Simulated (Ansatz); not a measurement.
Born–Oppenheimer molecular dynamics of CHFSSi (5 atoms, charge 0, multiplicity 1). It goes on from the last frame of an earlier run, with new velocities.

The calculation used RKS r2SCAN/def2-SVP in Ansatz.

| Quantity | Value |
| --- | --- |
| ensemble | NVT, Langevin thermostat |
| time step | 0.5 fs |
| steps asked | 150 |
| set temperature | 1000 K |
| friction | 0.005 /fs |
| seed | 556908 |

Frames 1 fs apart, positions in Å, forces in eV/Å.

Velocities at 50.0 fs (Å/ps):

```
F -1.09 0.82 4.35
Si -2.75 4.71 -7.14
C -7.06 -6.58 3.76
S -0.83 -7.94 -2.34
H -50.26 13.50 2.64
```

```xyz
5
Properties=species:S:1:pos:R:3:forces:R:3 time_fs=50.0 energy_less_start_eV=0.219 T=714
F -0.371 -1.463 1.704 -0.07 1.17 -1.25
Si -0.330 -0.457 0.391 0.24 -1.20 1.04
C 0.246 1.014 -0.225 -2.38 -0.90 2.35
S -1.331 -0.262 -1.338 -0.31 -0.13 0.03
H 0.942 1.290 -0.913 2.52 1.06 -2.16
5
Properties=species:S:1:pos:R:3:forces:R:3 time_fs=51.0 energy_less_start_eV=0.261 T=685
F -0.372 -1.462 1.708 -0.05 1.35 -1.50
Si -0.333 -0.453 0.384 0.10 -1.81 1.60
C 0.238 1.006 -0.221 -2.25 -0.67 2.26
S -1.332 -0.271 -1.341 -0.39 -0.12 -0.08
H 0.905 1.306 -0.921 2.58 1.25 -2.28
5
Properties=species:S:1:pos:R:3:forces:R:3 time_fs=52.0 energy_less_start_eV=0.204 T=763
F -0.372 -1.461 1.712 -0.03 1.49 -1.69
Si -0.335 -0.450 0.378 -0.07 -2.50 2.11
C 0.230 0.997 -0.215 -0.80 0.36 0.74
S -1.333 -0.280 -1.344 -0.45 -0.12 -0.15
H 0.894 1.332 -0.952 1.36 0.77 -1.00
5
Properties=species:S:1:pos:R:3:forces:R:3 time_fs=53.0 energy_less_start_eV=0.215 T=696
F -0.371 -1.460 1.715 -0.02 1.59 -1.83
Si -0.338 -0.447 0.372 -0.25 -3.18 2.58
C 0.221 0.989 -0.209 0.81 1.66 -1.11
S -1.333 -0.289 -1.347 -0.52 -0.12 -0.23
H 0.897 1.362 -0.995 -0.02 0.06 0.60
5
Properties=species:S:1:pos:R:3:forces:R:3 time_fs=54.0 energy_less_start_eV=0.317 T=540
F -0.370 -1.458 1.718 -0.02 1.67 -1.95
Si -0.340 -0.444 0.368 -0.40 -3.76 2.95
C 0.214 0.983 -0.203 1.85 2.68 -2.39
S -1.334 -0.297 -1.350 -0.56 -0.13 -0.28
H 0.902 1.388 -1.032 -0.87 -0.46 1.66
5
Properties=species:S:1:pos:R:3:forces:R:3 time_fs=55.0 energy_less_start_eV=0.408 T=374
F -0.369 -1.454 1.721 -0.03 1.70 -2.02
Si -0.343 -0.443 0.364 -0.50 -4.13 3.19
C 0.210 0.978 -0.200 2.33 3.25 -3.01
S -1.336 -0.307 -1.353 -0.58 -0.12 -0.31
H 0.901 1.403 -1.054 -1.22 -0.70 2.15
5
Properties=species:S:1:pos:R:3:forces:R:3 time_fs=56.0 energy_less_start_eV=0.415 T=385
F -0.369 -1.450 1.721 -0.03 1.70 -2.03
Si -0.345 -0.443 0.361 -0.53 -4.21 3.25
C 0.210 0.976 -0.200 2.32 3.34 -3.07
S -1.338 -0.316 -1.356 -0.58 -0.12 -0.31
H 0.890 1.407 -1.059 -1.18 -0.71 2.16
5
Properties=species:S:1:pos:R:3:forces:R:3 time_fs=57.0 energy_less_start_eV=0.327 T=531
F -0.368 -1.444 1.721 -0.04 1.65 -1.99
Si -0.348 -0.444 0.359 -0.43 -3.90 3.10
C 0.213 0.977 -0.204 1.77 2.82 -2.46
S -1.340 -0.325 -1.360 -0.56 -0.12 -0.30
H 0.866 1.406 -1.043 -0.74 -0.45 1.64
5
Properties=species:S:1:pos:R:3:forces:R:3 time_fs=58.0 energy_less_start_eV=0.233 T=661
F -0.366 -1.437 1.719 -0.05 1.57 -1.89
Si -0.352 -0.448 0.357 -0.24 -3.33 2.80
C 0.216 0.981 -0.210 0.71 1.77 -1.18
S -1.342 -0.335 -1.363 -0.53 -0.11 -0.28
H 0.836 1.400 -1.013 0.12 0.11 0.55
5
Properties=species:S:1:pos:R:3:forces:R:3 time_fs=59.0 energy_less_start_eV=0.220 T=731
F -0.364 -1.430 1.716 -0.07 1.44 -1.75
Si -0.355 -0.452 0.357 -0.03 -2.65 2.38
C 0.220 0.986 -0.218 -0.72 0.40 0.58
S -1.345 -0.345 -1.367 -0.48 -0.10 -0.23
H 0.811 1.393 -0.979 1.30 0.91 -0.99
5
Properties=species:S:1:pos:R:3:forces:R:3 time_fs=60.0 energy_less_start_eV=0.267 T=656
F -0.362 -1.424 1.713 -0.08 1.28 -1.54
Si -0.358 -0.458 0.357 0.15 -1.97 1.89
C 0.221 0.990 -0.226 -1.95 -0.82 2.07
S -1.347 -0.356 -1.371 -0.42 -0.09 -0.15
H 0.798 1.391 -0.955 2.29 1.59 -2.26
5
Properties=species:S:1:pos:R:3:forces:R:3 time_fs=61.0 energy_less_start_eV=0.227 T=697
F -0.361 -1.416 1.708 -0.09 1.10 -1.30
Si -0.359 -0.463 0.357 0.28 -1.39 1.39
C 0.220 0.994 -0.233 -2.10 -1.18 2.20
S -1.349 -0.367 -1.376 -0.35 -0.09 -0.07
H 0.803 1.405 -0.953 2.26 1.56 -2.22
```

Of the whole run (75 fs, mean temperature of the second half 740 K): The mean temperature of the second half is 26 % below the set value. A run of 0.075 ps of so small a system gives no equilibrium averages.

The run took 4 min on 1 thread of Arm Neoverse V2, on a shared host, peak memory 0.097 GiB.
